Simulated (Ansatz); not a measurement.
Molecule: sum formula H₄B₂O, net charge 0, singlet state. 
Coordinates optimised at B3LYP-D3(BJ)/def2-TZVP (Ansatz, a quantum-chemistry and plane-wave program):
```xyz
7

O      0.0000     0.0000     0.0000
B     -1.1648    -0.6508     0.0037
H     -1.6766    -0.9097    -1.0426
H     -1.6484    -0.9481     1.0533
B      1.1648     0.6508    -0.0037
H      1.1514     1.8438     0.0183
H      2.1736     0.0140    -0.0289
```
Charge 0, spin multiplicity 1.

Basis-set convergence of Hartree-Fock and CCSD(T) correlation energies (hartree) with Ansatz. Cores are frozen in the correlated levels unless marked. Spin-orbit coupling is left out. No relativistic terms.

```
basis        functions       E(HF)  E(corr, CCSD(T))  rough core time
-----------  ---------  ----------  ----------------  ---------------
aug-cc-pVDZ        105  -126.62431          -0.41270       under 20 s
aug-cc-pVTZ        230         ___               ___             27 s
```

Question: Fill in the missing entries.

Answer: 
- aug-cc-pVTZ, E(HF): -126.66823
- aug-cc-pVTZ, E(corr, CCSD(T)): -0.49008
